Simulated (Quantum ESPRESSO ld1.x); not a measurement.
The numbers below are computed, except where a source is named.
One sound ld1.x (Quantum ESPRESSO 7.5) input for neutral ruthenium gives E = -4526.3377 hartree in 24 iterations:

```
 &input
    zed=44.0,
    iswitch=1,
    rel=1,
    lsd=1,
    dft='PZ',
    config='[Kr] 4d7 5s1',
    verbosity='high',
    prefix='ld1',
    max_out_wfc=37,
    file_charge='ld1.rho',
 /
```

Changed or added lines, one case at a time, and what came of them:

- rel=2: refused. The program stops in ld1_readin with "local spin density and spin-orbit not allowed": spin polarisation goes with rel = 0 or 1 alone.
- xmin=0.0: ignored. A value of zero is read as not set, so the default xmin is used, as the mesh line shows.
- config='[Kr] 4d7 5s': refused. The program stops in el_config with "no occupancy field?": each term needs its occupation.
- dft='R2SCAN': refused. The program stops in set_dft_from_name with "libxc needed for this functional": this build has no Libxc.
- config='[Kr] 4d7 5s1 6s4': refused. The program stops in el_config with "wrong occupancy:4": an s shell holds at most 2 electrons.
- isic=1 latt=1: refused. The program stops in ld1_readin with "isic and latter correction not allowed": the two corrections exclude each other.
- lsd=2: refused. The program stops in ld1_readin with "lsd not correct": lsd takes 0 or 1.
